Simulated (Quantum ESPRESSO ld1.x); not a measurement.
The numbers below are computed, except where a source is named.
Question: The aim is the argon ion Ar3+ in [Ne] 3s2 3p3. This ld1.x (Quantum ESPRESSO 7.5) run was made with `OMP_NUM_THREADS=1 ld1.x < ld1.in > ld1.out`. Can the result be used? Name any fault.

```
 &input
    zed=18.0,
    iswitch=1,
    rel=0,
    dft='PW',
    config='[Ne] 3s2 3p3',
    verbosity='high',
    noscf=.true.,
    prefix='ld1',
    max_out_wfc=37,
    file_charge='ld1.rho',
 /
```

Output (excerpt):

```
     Program LD1 v.7.5 starts

     --------------------------- All-electron run ----------------------------

     atomic number is 18.00
     dft =PW   lsd =0 sic =0 latt =0  beta=0.20 tr2=1.0E-14
     Exchange-correlation= PW
                           (   1   4   0   0   0   0   0)
     mesh =1813 r(mesh) = 100.04582 a.u. xmin = -7.00 dx = 0.00800
     1 Ry =  13.60569312 eV

     n l     nl                  e(Ry)          e(Ha)          e(eV)
     1 0     1S 1( 2.00)    -324.000000011    -162.000000005  -4408.2445720
     2 0     2S 1( 2.00)     -81.000000016     -40.500000008  -1102.0611432
     2 1     2P 1( 6.00)     -81.000000005     -40.500000003  -1102.0611430
     3 0     3S 1( 2.00)     -36.000000026     -18.000000013   -489.8049528
     3 1     3P 1( 3.00)     -36.000000014     -18.000000007   -489.8049526
```

Answer: No (ran as typed). The line at issue: noscf=.true.. With noscf the program prints the levels of a bare nucleus, with no screening and no total energy; they are not those of the atom. The sound input gives -522.7213 hartree.
